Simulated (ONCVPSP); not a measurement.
## Ce: variants of one ONCV potential

Base potential:

ONCVPSP 4.0.1 input, shortened (lines: element, Z, core and valence counts, functional; n l f; lmax; l rc ep ncon nbas qcut; lloc lpopt rc5 dvloc0; l nproj debl; icmod fcfact rcfact), PBEsol, fully relativistic:

```
  Ce 58.00    9    5  -116133      upf
    1    0    2.00
    2    0    2.00
    2    1    6.00
    3    0    2.00
    3    1    6.00
    3    2   10.00
    4    0    2.00
    4    1    6.00
    4    2   10.00
    4    3    1.00
    5    0    2.00
    5    1    6.00
    5    2    1.00
    6    0    2.00
    3
    0    2.60    0.00    4    9    4.70
    1    2.55    0.00    4    8    6.30
    2    3.80    0.00    3    7    4.70
    3    1.70    0.00    4    8   10.90
    4    5    1.10    4.00
    0    2    2.60
    1    2    0.70
    2    2    2.00
    3    2    2.00
    3    4.25    1.50
```

Open shells are filled in proportion to 2j + 1.

In the p channel the program set the typed energies aside and used -0.822, 0.250 Ha (j = l + 1/2; the other j can differ).

Cutoffs, loose and tight: the cutoffs (Ha) at which the residual kinetic energy of the hardest occupied pseudo-wave falls to 1 and 0.1 mHa per electron. They do not see the model core or the augmentation charge, which bear on the density cutoff. Test errors are all-electron minus pseudo excitation energies from the reference, over the configurations 4f1 5s2 5p6 5d1 6s1; 4f1 5s2 5p6 5d1 6s0; 4f1 5s2 5p6 5d0 6s0; 4f0 5s2 5p6 5d1 6s2. A dash means not determined; rows that change the core or the reference have their own tests.

A true bound ghost makes a file unfit for plane-wave use even where its test errors are small: the radial tests pick states by their node count and pass the ghost by.

| change | outcome | cutoff, loose | cutoff, tight | bound ghosts | GHOST(+) flags above zero | largest test error (meV) |
| --- | --- | --- | --- | --- | --- | --- |
| base | generated, projector energies reset by the program | 47 Ha | 51 Ha | s | p3/2, d5/2, p1/2, d3/2 | +405 |
| d: rc 5.26 | generated, projector energies reset by the program | 47 Ha | 51 Ha | s | p3/2, d5/2, p1/2, d3/2 | +351 |
| f: rc 1.28 | generated, projector energies reset by the program | 74 Ha | 163 Ha | s | p3/2, d5/2, p1/2, d3/2 | +108 |
| functional BLYP | generated, projector energies reset by the program | 47 Ha | 51 Ha | s, d3/2 | p3/2, d5/2 | +419 |
| core correction Teter function, fcfact 1.75, rcfact 1.2 | generated, projector energies reset by the program | 47 Ha | 51 Ha | s | p3/2, d5/2, p1/2, d3/2 | +484 |
| reference 4f1 5s2 5p6 5d1 6s1.75 | generated, projector energies reset by the program | 47 Ha | 51 Ha | s | p3/2, d5/2, p1/2, d3/2 | -5.9 over the solved tests; 1 of 4 tests not solved or not reliable |

(1) What comes out with this change to the base: all radii but the core radius scaled by about 0.97 (s 2.52, p 2.48, d 3.68, f 1.64 bohr); local potential polynomial inside 1.06 bohr (lpopt 5, dvloc0 4 Ha)?

## Answers

(1) outcome: generated, projector energies reset by the program; cutoff, loose: 48 Ha; cutoff, tight: 53 Ha; bound ghosts: s; GHOST(+) flags above zero: p3/2, p1/2, d3/2; largest test error (meV): +365.
